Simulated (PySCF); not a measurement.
Some computed properties have been withheld. Give your best values.

Compound: C₇H₁₁ClSi₂.
Numbering: `[CH:1]#[C:2][Si@@H:3]([C:4]#[C:5][SiH2:6][Cl:7])[CH:8]([CH3:9])[CH3:10]` (hydrogens: H11 on C1; H12 on Si3; H13, H14 on Si6; H15 on C8; H16, H17, H18 on C9; H19, H20, H21 on C10)

Conformer (atom-mapped SMILES and torsion angles): `[CH:1]#[C:2][Si@@H:3]([C:4]#[C:5][SiH2:6][Cl:7])[CH:8]([CH3:9])[CH3:10]`: C2–Si3–C8–C9 -57°.

| property | level | value |
| --- | --- | --- |
| point group of the GFN2-xTB geometry | GFN2-xTB | ? |
| rotational constants A, B, C of the GFN2-xTB geometry | GFN2-xTB | 1.162, 0.367, 0.310 GHz |
| dipole moment | PBE0/pcSseg-1 | ? |
| HOMO energy | PBE0/pcSseg-1 | ? |
| LUMO energy | PBE0/pcSseg-1 | ? |
| 13C chemical shifts (computed TMS as zero) by class | GIAO PBE0/pcSseg-1 | 118.0 (C4), 115.2 (C5), 104.1 (C1), 86.5 (C2), 20.5 (C8), 19.7 (C9), 19.5 (C10) ppm |
| 1H chemical shifts (computed TMS as zero) by class | GIAO PBE0/pcSseg-1 | ? |
| isotropic shieldings of nuclei other than C and H, by class | GIAO PBE0/pcSseg-1 | ? |

Electronic properties: PySCF, gas phase, density fitting. NMR classes are plain means over equivalent atoms (diastereotopic ones count apart unless rotation or inversion swaps them), as if these changed places fast; in this geometry the members of some classes differ.

Question: The isotropic shieldings of nuclei other than C and H, by class?

Answer: 397 (Si6), 407 (Si3), 992 (Cl7) ppm.

Question: What is the HOMO energy?

Answer: -8.00 eV.

Question: Give the 1H chemical shifts (computed TMS as zero) by class.

Answer: 5.29 (H14), 5.26 (H13), 4.74 (H12), 1.94 (H11), 1.37 (H16/H17/H18), 1.22 (H15), 1.22 (H19/H20/H21) ppm.

Question: What is the LUMO energy?

Answer: -1.09 eV.

Question: What is the point group of the GFN2-xTB geometry?

Answer: C1.

Question: Give the dipole moment.

Answer: 1.46 D.

The rotational constants make it an asymmetric top with κ = (2B − A − C)/(A − C) = -0.86, nearer the prolate limit (−1). The dipole equals about 4.9 × 10⁻³⁰ C·m (1 D = 3.33564 × 10⁻³⁰ C·m).

One conformer stands for the species.
